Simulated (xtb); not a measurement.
pyridine (C₅H₅N), singlet, geometry from GFN2-xTB; GFN2-xTB (xtb).

Here is a job for xtb.
```
$ xtb mol.xyz --gfn 2 --hess --json

# file mol.xyz
11

N      0.00742982    -0.00202824     1.39890042
C     -0.00729504     0.00199145    -1.37352275
C      0.00593743     1.13226510     0.72050688
C      0.00169873    -1.13434967     0.71724306
C     -0.00577111    -1.19111707    -0.66858228
C     -0.00131259     1.19305082    -0.66514919
H     -0.01303551     0.00355852    -2.45435009
H      0.01080092     2.03373642     1.31980399
H      0.00318739    -2.03755505     1.31394154
H     -0.01026046    -2.14122739    -1.18042206
H     -0.00224565     2.14464139    -1.17425062
```

It wrote (shortened):

```
   ID    Z sym.   atoms
    1    7 N      1
    2    6 C      2-6
    3    1 H      7-11

           -------------------------------------------------
          |                Calculation Setup                |
           -------------------------------------------------

           -------------------------------------------------
          |                 G F N 2 - x T B                 |
           -------------------------------------------------

          ...................................................
          :                      SETUP                      :
          :.................................................:
          :  # basis functions                  29          :
          :  # atomic orbitals                  29          :
          :  # shells                           17          :
          :  # electrons                        30          :
          :  max. iterations                   250          :
          :  Hamiltonian                  GFN2-xTB          :
          :  restarted?                      false          :
          :  GBSA solvation                  false          :
          :  PC potential                    false          :
          :  electronic temp.          300.0000000     K    :
          :  accuracy                    1.0000000          :
          :  -> integral cutoff          0.2500000E+02      :
          :  -> integral neglect         0.1000000E-07      :
          :  -> SCF convergence          0.1000000E-05 Eh   :
          :  -> wf. convergence          0.1000000E-03 e    :
          :  Broyden damping             0.4000000          :
          :  net charge                          0          :
          :  unpaired electrons                  0          :
          ...................................................

 iter      E             dE          RMSdq      gap      omega  full diag
   1    -16.4230294 -0.164230E+02  0.500E+00    3.60       0.0  T
   2    -16.4345553 -0.115259E-01  0.307E+00    3.46       1.0  T
   3    -16.4332271  0.132817E-02  0.715E-01    3.28       1.0  T
   4    -16.4352212 -0.199411E-02  0.260E-01    3.17       1.0  T
   5    -16.4357745 -0.553278E-03  0.727E-02    3.22       1.0  T
   6    -16.4358095 -0.349775E-04  0.269E-02    3.21       1.1  T
   7    -16.4358088  0.650832E-06  0.130E-02    3.21       2.3  T
   8    -16.4358098 -0.996991E-06  0.207E-03    3.21      14.6  T
   9    -16.4358098 -0.324429E-08  0.683E-04    3.21      44.1  T
  10    -16.4358098 -0.288971E-08  0.107E-04    3.21     282.5  T

   *** convergence criteria satisfied after 10 iterations ***

         :::::::::::::::::::::::::::::::::::::::::::::::::::::
         ::                     SUMMARY                     ::
         :::::::::::::::::::::::::::::::::::::::::::::::::::::
         :: total energy             -16.150108427381 Eh    ::
         :: gradient norm              0.000040926005 Eh/a0 ::
         :: HOMO-LUMO gap              3.211079670313 eV    ::
         ::.................................................::
         :: SCC energy               -16.435805420912 Eh    ::
         :: -> isotropic ES            0.007058149889 Eh    ::
         :: -> anisotropic ES          0.002126386286 Eh    ::
         :: -> anisotropic XC          0.016714104754 Eh    ::
         :: -> dispersion             -0.007250465734 Eh    ::
         :: repulsion energy           0.285696993531 Eh    ::
         :: add. restraining           0.000000000000 Eh    ::
         :: total charge              -0.000000000000 e     ::
         :::::::::::::::::::::::::::::::::::::::::::::::::::::

           -------------------------------------------------
          |                Numerical Hessian                |
           -------------------------------------------------
step length          :   0.00500
SCC accuracy         :   0.30000
Hessian scale factor :   1.00000
frozen atoms in %    :   0.00000    0
RMS gradient         :   0.00004
[...]
  17: 11.94  18:  1.16  19:  1.35  20:  3.45  21:  0.00  22:  2.27  23:  1.48  24:  1.43
  25:  7.08  26:  6.69  27:  9.02  28: 44.32  29: 23.68  30: 35.88  31: 22.19  32: 66.30
  33: 22.47
 Raman intensities (Ä⁴*amu⁻¹)
   1:  0.00   2:  0.00   3:  0.00   4:  0.00   5:  0.00   6:  0.00   7:  0.00   8:  0.00
   9:  0.00  10:  0.00  11:  0.00  12:  0.00  13:  0.00  14:  0.00  15:  0.00  16:  0.00
  17:  0.00  18:  0.00  19:  0.00  20:  0.00  21:  0.00  22:  0.00  23:  0.00  24:  0.00
  25:  0.00  26:  0.00  27:  0.00  28:  0.00  29:  0.00  30:  0.00  31:  0.00  32:  0.00
  33:  0.00
 output can be read by thermo (or use thermo option).
 writing <g98.out> molden fake output.
 recommended (thermochemical) frequency scaling factor: 1.0
           -------------------------------------------------
          |             Thermodynamic Functions             |
           -------------------------------------------------

c2v symmetry found (for desy threshold:  0.10E+00) used in thermo

          ...................................................
          :                      SETUP                      :
          :.................................................:
          :  # frequencies                          27      :
          :  # imaginary freq.                       0      :
          :  linear?                             false      :
          :  only rotor calc.                    false      :
          :  symmetry                              c2v      :
          :  rotational number                       2      :
          :  scaling factor                  1.0000000      :
          :  rotor cutoff                   50.0000000 cm⁻¹ :
          :  imag. cutoff                  -20.0000000 cm⁻¹ :
          :.................................................:

    mode    ω/cm⁻¹     T·S(HO)/kcal·mol⁻¹    T·S(FR)/kcal·mol⁻¹   T·S(vib)
   ------------------------------------------------------------------------
   ------------------------------------------------------------------------

   temp. (K)  partition function   enthalpy   heat capacity  entropy
                                   cal/mol     cal/K/mol   cal/K/mol   J/K/mol
 298.15  VIB   1.97                 1044.816     11.071      4.855
         ROT  0.416E+05              888.752      2.981     24.117
         INT  0.821E+05             1933.568     14.051     28.972
         TR   0.681E+27             1481.254      4.968     39.001
         TOT                        3414.8224    19.0196    67.9734   284.4008

       T/K    H(0)-H(T)+PV         H(T)/Eh          T*S/Eh         G(T)/Eh
   ------------------------------------------------------------------------
    298.15    0.544187E-02    0.909868E-01    0.322964E-01    0.586904E-01
   ------------------------------------------------------------------------

         :::::::::::::::::::::::::::::::::::::::::::::::::::::
         ::                  THERMODYNAMIC                  ::
         :::::::::::::::::::::::::::::::::::::::::::::::::::::
         :: total free energy         -16.091417983212 Eh   ::
         ::.................................................::
         :: total energy              -16.150108427386 Eh   ::
         :: zero point energy           0.085544946635 Eh   ::
         :: G(RRHO) w/o ZPVE           -0.026854502461 Eh   ::
         :: G(RRHO) contrib.            0.058690444173 Eh   ::
         :::::::::::::::::::::::::::::::::::::::::::::::::::::

           -------------------------------------------------
          | TOTAL ENERGY              -16.150108427386 Eh   |
          | TOTAL ENTHALPY            -16.059121614832 Eh   |
          | TOTAL FREE ENERGY         -16.091417983212 Eh   |
          | GRADIENT NORM               0.000041469556 Eh/α |
          | HOMO-LUMO GAP               3.211084922821 eV   |
           -------------------------------------------------

normal termination of xtb
```
